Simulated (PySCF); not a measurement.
Radial density of Cu(2+) (copper, charge +2)

B3LYP, [Ar] 3d9, 2D determinant. Calculation: PySCF 2.14, in cc-pVDZ-PP with ECP10MDF; scalar relativity through the core potential. This is the valence pseudo-density: the core potential removes the inner electrons and smooths the orbitals near the nucleus.

```
r (bohr)  4πr²ρ (e/bohr)  4πr²(ρα − ρβ)
 0.00676       1.431e-05         0.0000
  0.0114       4.020e-05         0.0000
  0.0191       0.0001175         0.0000
  0.0322       0.0004862         0.0000
  0.0541        0.004697         0.0004
  0.0911         0.06418         0.0069
   0.153          0.6447         0.0696
   0.258           4.123         0.3701
   0.433           16.55         0.9796
   0.729           20.57         1.0489
    1.23           6.232         0.4119
    2.06          0.7401         0.0535
    3.47         0.04165         0.0018
    5.84       1.036e-05         0.0000
```

Energies and moments cover only the electrons outside the core potential.
